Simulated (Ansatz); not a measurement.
```yaml
crystal:
  periodic: [false, false, false]
  atoms:
    - {symbol: C, position_ang: [-1.906192, 1.587289, 1.922568]}
    - {symbol: S, position_ang: [0.734664, 2.049656, -0.191431]}
    - {symbol: Ge, position_ang: [2.589348, -2.032504, -0.254832]}
    - {symbol: B, position_ang: [-0.006222, -0.563400, -2.857576]}
    - {symbol: F, position_ang: [0.855663, 0.090418, -5.170427]}
    - {symbol: H, position_ang: [-2.668165, -0.312798, 1.714232]}
    - {symbol: H, position_ang: [-3.360036, 2.964570, 1.442618]}
    - {symbol: H, position_ang: [-1.269321, 1.878411, 3.857660]}
    - {symbol: H, position_ang: [1.850186, -3.054029, 2.374036]}
    - {symbol: H, position_ang: [5.433807, -1.405807, -0.200328]}
    - {symbol: H, position_ang: [-2.130146, -1.309519, -2.597781]}
basis:
  gaussian: {orbitals: aug-cc-pVTZ}
total_charge: 1
magnetization: {spin_polarized: true, initial_magnetization: 1}
hamiltonian: {xc: {name: HF}}
correlation: {method: rpa}
scf: {lower_state_search: off}
```

```sh
$ ansatz run in.yaml --threads 4 --pin off --events-out ev --progress --plain --max-ram 10444MiB
```

Shortened log:

```
Functional definition: HF
  name "HF"
  cite "Fock, Z. Phys. 61, 126 (1930) doi:10.1007/BF01340294"
  parent pbe
  exchange = exact_x
  correlation = 0
these checks for a lower state are left out or cut short: stability, starts, cluster_reference, orbital_swaps, neighbouring_geometries, increment
2214 factors; integrals over basis functions are off by at most 1.2e-3 eV
mean field evaluation 1: about -71720.9267 eV, gradient 5.1e1 eV
mean field evaluation 2: about -71720.9271 eV, gradient 5.1e1 eV
mean field evaluation 4: about -71736.4677 eV, gradient 4.6e1 eV
mean field evaluation 8: about -71752.5783 eV, gradient 4.4e0 eV
mean field evaluation 16: about -71754.1757 eV, gradient 2.6e0 eV
mean field evaluation 32: about -71763.2026 eV, gradient 3.4e-2 eV
mean field -71763.20305713 eV, -2637.2490695036 hartree, gradient 4.9e-6 eV, S^2 6.082580; 0 other end points of the search recorded, 0 dependent functions left out
17 core orbitals not correlated: weight in the atoms' cores, before any rotation towards them, 1.000 or more for the frozen orbitals, at most 0.000 for the correlated occupied ones
reference -71763.20305713 eV, -2637.2490695036 hartree; 20, 19 occupied and 348, 349 virtual orbitals, 2214 factors
Total energy: -71786.52613030 eV, -2638.1061766335 hartree
Checks for a lower state left out: stability, starts, cluster_reference, orbital_swaps, neighbouring_geometries, increment
```

Problem. What is wrong with this run?

Solution. The coordinates are in bohr but typed as ångström. The run converged. The result belongs to that input, not to the molecule as meant.
